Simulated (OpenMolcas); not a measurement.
Yb3+: moving or changing the point charges

Yb3+ among 4 point charges of -2 e arranged as a tetrahedron (Td), 2.63 Å from the ion.
```
   1.5184    1.5184    1.5184  -2.00
   1.5184   -1.5184   -1.5184  -2.00
  -1.5184    1.5184   -1.5184  -2.00
  -1.5184   -1.5184    1.5184  -2.00
```

```yaml
Program: OpenMolcas
Method: CASSCF
Basis: ANO-RCC-VTZP [8s7p5d3f2g1h]
Scalar_Hamiltonian: DKH2, point nucleus
Active_space: 13 electrons in 7 orbitals (4f)
State_averaging: 2S+1 = 2 odd, 7 roots
Spin-orbit_coupling: state interaction with AMFI integrals over the reference wave functions
```

Runs around this geometry, states (labels of Td). Energies in cm-1 above the lowest state or level, χT in cm3 K/mol.

| R (Å) | Ground state | First state of that spin | First gap with spin-orbit (degeneracies) | Width of lowest J | χT at 300 K |
| --- | --- | --- | --- | --- | --- |
| 2.63 | 2A1 | 2T1 99.8 | 80.6 (2, 4) | 121 | 2.563 |
| 2.78 | 2A1 | 2T1 75.8 | 61.3 (2, 4) | 92 | 2.569 |
| 3.06 | 2A1 | 2T1 46.8 | 38.2 (2, 4) | 58 | 2.573 |

Taking the width of the lowest J multiplet as R^-n, n = -ln(58 / 121) / ln(3.06 / 2.63) = 4.9 between the shortest and longest distance.

Point charges carry no covalency, so the field is a model and not that of real ligands. No measured value stands beside these numbers.
